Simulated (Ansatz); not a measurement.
Wavefunction ladder for `NC#C[CH2][InH2]`

```xyz
11

N     1.1420   -1.7734   -1.2052
C     0.7937   -0.6783   -0.5074
C     0.7166    0.3199    0.1928
C     0.2601    1.4179    0.9884
In   -1.7109    0.5055    0.5734
H     2.0772   -1.7705   -1.5852
H     0.4592   -2.1173   -1.8616
H     0.5425    1.3749    2.0384
H     0.4182    2.4041    0.5570
H    -2.2353   -0.6769    1.6998
H    -2.4633    0.9941   -0.8902
```

Total charge 0; spin multiplicity 1. Correlated methods include outer-core shells of In, which these sets cover unevenly. In: def2 effective core potential. The structure was optimised at the PBE0-D4/def2-TZVP level. It is one conformer, not always the lowest. Frozen core, restricted reference, the Gaussian-basis code of Ansatz.

```tsv
basis	HF (Eh)	MP2 corr.	CCSD corr.	(T)	CCSD(T) total
def2-SVP	-360.51188	-0.65585	-0.69858	-0.02660	-361.23706
def2-TZVPP	-360.71529	-0.98489	-1.00503	-0.04365	-361.76397
def2-QZVPP	-360.72429	-1.21861	–	–	–
```
